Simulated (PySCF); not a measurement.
C$_{2}$H$_{8}$GeO, singlet, at a GFN2-xTB geometry; CASSCF(6,7)/STO-3G run with PySCF.

PySCF was given this input:
```python
from pyscf import gto, scf, mcscf
import numpy

mol = gto.Mole()
mol.atom = '''
    Ge    0.017702   -0.137707    0.242659
    C     1.591330   -0.491016   -0.912309
    C    -1.702536   -0.499218   -0.676675
    O     0.050560    1.539999    0.760373
    H     0.115457   -0.814061    1.585601
    H     1.497093    0.042537   -1.855656
    H     2.503707   -0.161032   -0.423920
    H     1.684516   -1.549083   -1.131742
    H    -2.537726   -0.173587   -0.063270
    H    -1.746184    0.034460   -1.623641
    H    -1.820763   -1.557813   -0.880984
    H     0.000187    2.206621    0.079434
'''
mol.basis = 'sto-3g'
mol.charge = 0
mol.spin = 0
mol.verbose = 4
mol.build()

mf = scf.RHF(mol)
mf.kernel()
mc = mcscf.CASSCF(mf, 7, 6)
mc.fix_spin_(ss=0.0)
mc.kernel()
occ = numpy.linalg.eigvalsh(mc.fcisolver.make_rdm1(mc.ci, mc.ncas, mc.nelecas))[::-1]
ss = mc.fcisolver.spin_square(mc.ci, mc.ncas, mc.nelecas)[0]
print('natural occupations', occ.round(4), ' <S^2>', round(ss, 4))
```

What the program printed (banner, timings and long lists left out):

```
PySCF version 2.14.0

[INPUT] verbose = 4
[INPUT] num. atoms = 12
[INPUT] num. electrons = 60
[INPUT] charge = 0
[INPUT] spin (= nelec alpha-beta = 2S) = 0
[INPUT] symmetry False subgroup None
[INPUT] Mole.unit = angstrom
[INPUT] Symbol           X                Y                Z      unit          X                Y                Z       unit  Magmom
[...]
nuclear repulsion = 305.030800205251
number of shells = 25
number of NR pGTOs = 123
number of NR cGTOs = 41
basis = sto-3g
ecp = {}

******** <class 'pyscf.scf.hf.RHF'> ********
method = RHF
initial guess = minao
damping factor = 0
level_shift factor = 0
DIIS = <class 'pyscf.scf.diis.CDIIS'>
diis_start_cycle = 1
diis_space = 8
diis_damp = 0
SCF conv_tol = 1e-09
SCF conv_tol_grad = None
SCF max_cycles = 50
direct_scf = True
direct_scf_tol = 1e-13
Set gradient conv threshold to 3.16228e-05
Initial guess from minao.
init E= -2202.52002709596
[...]
cycle= 1 E= -2204.97827225543  delta_E= -2.46  |g|= 0.572  |ddm|=  3.8
[...]
cycle= 2 E= -2205.1032098766  delta_E= -0.125  |g|= 0.113  |ddm|= 1.01
[...]
cycle= 3 E= -2205.10780802339  delta_E= -0.0046  |g|= 0.0253  |ddm|= 0.199
[...]
cycle= 4 E= -2205.10811034468  delta_E= -0.000302  |g|= 0.00549  |ddm|= 0.0476
[...]
cycle= 5 E= -2205.10812716529  delta_E= -1.68e-05  |g|= 0.00103  |ddm|= 0.0135
[...]
cycle= 6 E= -2205.10812785349  delta_E= -6.88e-07  |g|= 0.000337  |ddm|= 0.00237
[...]
cycle= 7 E= -2205.10812794908  delta_E= -9.56e-08  |g|= 4.48e-05  |ddm|= 0.00118
[...]
cycle= 8 E= -2205.10812795071  delta_E= -1.64e-09  |g|= 9.47e-06  |ddm|= 0.000147
[...]
cycle= 9 E= -2205.1081279508  delta_E= -8.59e-11  |g|= 1.63e-06  |ddm|= 3.24e-05
[...]
Extra cycle  E= -2205.1081279508  delta_E= 2.27e-12  |g|= 7.29e-07  |ddm|= 3.79e-06
converged SCF energy = -2205.1081279508

******** <class 'pyscf.mcscf.mc1step.CASSCF'> ********
CAS (3e+3e, 7o), ncore = 27, nvir = 7
max_cycle_macro = 50
max_cycle_micro = 4
conv_tol = 1e-07
conv_tol_grad = None
orbital rotation max_stepsize = 0.02
orbital rotation threshold for CI restart = 0.01
augmented hessian ah_max_cycle = 30
augmented hessian ah_conv_tol = 1e-12
augmented hessian ah_linear dependence = 1e-14
augmented hessian ah_level shift = 1e-08
augmented hessian ah_start_tol = 2.5
augmented hessian ah_start_cycle = 3
augmented hessian ah_grad_trust_region = 3
kf_trust_region = 3
kf_interval = 4
ci_response_space = 4
ci_grad_trust_region = 3
with_dep4 0
natorb = False
canonicalization = True
sorting_mo_energy = False
ao2mo_level = 2
internal_rotation = False
******** <class 'pyscf.fci.addons.SpinPenaltyFCISolver'> ********
max. cycles = 50
conv_tol = 1e-08
davidson only = True
linear dependence = 1e-12
level shift = 0.001
max iter space = 12
nroots = 1
pspace_size = 400
spin = None
CASCI E = -2205.12668260385  S^2 = 0.0000000
Set conv_tol_grad to 0.000316228
macro iter   1 ( 21 JK    4 micro), CASSCF E = -2205.13542689075  dE = -8.74428690e-03  S^2 = 0.0000000
               |grad[o]|=0.0276  |grad[c]|=0.0458  |ddm|=0.0266  |maxRot[o]|=0.151
macro iter   2 ( 21 JK    4 micro), CASSCF E = -2205.13953290402  dE = -4.10601328e-03  S^2 = 0.0000000
               |grad[o]|=0.0194  |grad[c]|=0.0188  |ddm|=0.0174  |maxRot[o]|=0.0893
macro iter   3 ( 21 JK    4 micro), CASSCF E = -2205.14096407479  dE = -1.43117076e-03  S^2 = 0.0000000
               |grad[o]|=0.0123  |grad[c]|=0.0129  |ddm|=0.00662  |maxRot[o]|=0.0654
macro iter   4 ( 21 JK    4 micro), CASSCF E = -2205.14155300811  dE = -5.88933327e-04  S^2 = 0.0000000
               |grad[o]|=0.0091  |grad[c]|=0.0129  |ddm|=0.00512  |maxRot[o]|=0.0335
macro iter   5 ( 21 JK    4 micro), CASSCF E = -2205.14180548764  dE = -2.52479525e-04  S^2 = 0.0000000
               |grad[o]|=0.00767  |grad[c]|=0.0131  |ddm|=0.00431  |maxRot[o]|=0.0275
macro iter   6 ( 21 JK    4 micro), CASSCF E = -2205.14193906509  dE = -1.33577452e-04  S^2 = 0.0000000
               |grad[o]|=0.00694  |grad[c]|=0.0133  |ddm|=0.00395  |maxRot[o]|=0.0169
[...]
               |grad[o]|=0.00493  |grad[c]|=0.00964  |ddm|=0.00306  |maxRot[o]|=0.0358
macro iter  33 ( 21 JK    4 micro), CASSCF E = -2205.14939615587  dE = -2.82705737e-05  S^2 = 0.0000000
               |grad[o]|=0.005  |grad[c]|=0.00966  |ddm|=0.00314  |maxRot[o]|=0.0255
macro iter  34 ( 21 JK    4 micro), CASSCF E = -2205.14942098236  dE = -2.48264978e-05  S^2 = 0.0000000
               |grad[o]|=0.00502  |grad[c]|=0.00958  |ddm|=0.00312  |maxRot[o]|=0.0168
macro iter  35 ( 21 JK    4 micro), CASSCF E = -2205.14944040981  dE = -1.94274453e-05  S^2 = 0.0000000
               |grad[o]|=0.00501  |grad[c]|=0.00948  |ddm|=0.00307  |maxRot[o]|=0.0115
macro iter  36 ( 21 JK    4 micro), CASSCF E = -2205.14945441024  dE = -1.40004272e-05  S^2 = 0.0000000
               |grad[o]|=0.00498  |grad[c]|=0.00939  |ddm|=0.00302  |maxRot[o]|=0.00828
macro iter  37 ( 21 JK    4 micro), CASSCF E = -2205.14946464568  dE = -1.02354406e-05  S^2 = 0.0000000
               |grad[o]|=0.00496  |grad[c]|=0.00933  |ddm|=0.00301  |maxRot[o]|=0.00642
macro iter  38 ( 21 JK    4 micro), CASSCF E = -2205.14947224550  dE = -7.59982822e-06  S^2 = 0.0000000
               |grad[o]|=0.00494  |grad[c]|=0.00929  |ddm|=0.00305  |maxRot[o]|=0.0054
macro iter  39 ( 21 JK    4 micro), CASSCF E = -2205.14947748309  dE = -5.23758899e-06  S^2 = 0.0000000
               |grad[o]|=0.00493  |grad[c]|=0.00925  |ddm|=0.00306  |maxRot[o]|=0.00473
macro iter  40 ( 21 JK    4 micro), CASSCF E = -2205.14948124810  dE = -3.76500338e-06  S^2 = 0.0000000
               |grad[o]|=0.00491  |grad[c]|=0.00923  |ddm|=0.00311  |maxRot[o]|=0.00428
macro iter  41 ( 21 JK    4 micro), CASSCF E = -2205.14948348241  dE = -2.23431380e-06  S^2 = 0.0000000
               |grad[o]|=0.0049  |grad[c]|=0.00922  |ddm|=0.00314  |maxRot[o]|=0.00385
macro iter  42 ( 21 JK    4 micro), CASSCF E = -2205.14948439103  dE = -9.08619313e-07  S^2 = 0.0000000
               |grad[o]|=0.00489  |grad[c]|=0.00921  |ddm|=0.0032  |maxRot[o]|=0.00372
macro iter  43 ( 21 JK    4 micro), CASSCF E = -2205.14948437038  dE =  2.06473487e-08  S^2 = 0.0000000
               |grad[o]|=0.00488  |grad[c]|=0.00921  |ddm|=0.00326  |maxRot[o]|=0.00374
macro iter  44 ( 16 JK    4 micro), CASSCF E = -2205.14990247034  dE = -4.18099961e-04  S^2 = 0.0000000
               |grad[o]|=0.00488  |grad[c]|=0.00155  |ddm|=0.00187  |maxRot[o]|=0.0386
macro iter  45 ( 16 JK    4 micro), CASSCF E = -2205.15036924077  dE = -4.66770429e-04  S^2 = 0.0000000
               |grad[o]|=0.00418  |grad[c]|=0.00326  |ddm|=0.00314  |maxRot[o]|=0.052
macro iter  46 ( 21 JK    4 micro), CASSCF E = -2205.15037325820  dE = -4.01742545e-06  S^2 = 0.0000000
               |grad[o]|=0.00326  |grad[c]|=0.00649  |ddm|=0.00219  |maxRot[o]|=0.00627
macro iter  47 ( 21 JK    4 micro), CASSCF E = -2205.15037201573  dE =  1.24246935e-06  S^2 = 0.0000000
               |grad[o]|=0.00329  |grad[c]|=0.00753  |ddm|=0.00233  |maxRot[o]|=0.00476
macro iter  48 ( 15 JK    4 micro), CASSCF E = -2205.15061906516  dE = -2.47049431e-04  S^2 = 0.0000000
               |grad[o]|=0.0033  |grad[c]|=0.00136  |ddm|=0.00145  |maxRot[o]|=0.0344
macro iter  49 ( 19 JK    4 micro), CASSCF E = -2205.15073696677  dE = -1.17901605e-04  S^2 = 0.0000000
               |grad[o]|=0.00261  |grad[c]|=0.0048  |ddm|=0.0024  |maxRot[o]|=0.0203
macro iter  50 ( 21 JK    4 micro), CASSCF E = -2205.15073287031  dE =  4.09645099e-06  S^2 = 0.0000000
               |grad[o]|=0.00223  |grad[c]|=0.00605  |ddm|=0.00184  |maxRot[o]|=0.00644
1-step CASSCF not converged,  50 macro (1032 JK 200 micro) steps
CASSCF canonicalization
Density matrix diagonal elements [1.97477363 1.97662339 1.98069377 0.01609049 0.02448276 0.00902374
 0.01831223]
CASSCF energy = -2205.15073287031
CASCI E = -2205.15073287031  E(CI) = -7.74366594339153  S^2 = 0.0000000
natural occupations [1.9836e+00 1.9747e+00 1.9744e+00 2.7600e-02 2.1200e-02 1.7000e-02
 1.5000e-03]  <S^2> 0.0
```

The run did not converge; its last values are not results.
